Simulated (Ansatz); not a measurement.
Calculated with Ansatz (gas phase, PBE0-D4/def2-TZVP geometries, no zero-point term in ΔE). CBS: MP2 limit from def2 TZ/QZ plus the TZ coupled-cluster correction, frozen cores. This one scheme is used for every species. Functionals use def2-TZVPP. One conformer a species, not always the lowest.

Reaction (ligand exchange at the Si–O bond): `F[Si](Cl)(O[SiH3])O[SiH3]` + CH₃SH → `CS[SiH3]` + `O[Si](F)(Cl)O[SiH3]`

CCSD(T)/CBS gives +0.54 eV.

Question: Another level gave +0.60 eV. Which?
A. CCSD/def2-TZVPP
B. PBE-D4/def2-TZVPP
C. MP2/def2-TZVPP
D. PBE0-D4/def2-TZVPP

Answer: A. CCSD/def2-TZVPP 0.60, PBE-D4 0.36, PBE0-D4 0.43, MP2/def2-TZVPP 0.53 eV.

Largest T1 diagnostic among the species: 0.011.

In def2-TZVPP, CCSD(T) changes the Hartree–Fock value by −0.21 eV (the triples alone add −0.04 eV) and MP2 by −0.24 eV. From PBE to PBE0 (25 % exact exchange), in def2-TZVPP and without D4, ΔE moves by +0.06 eV.
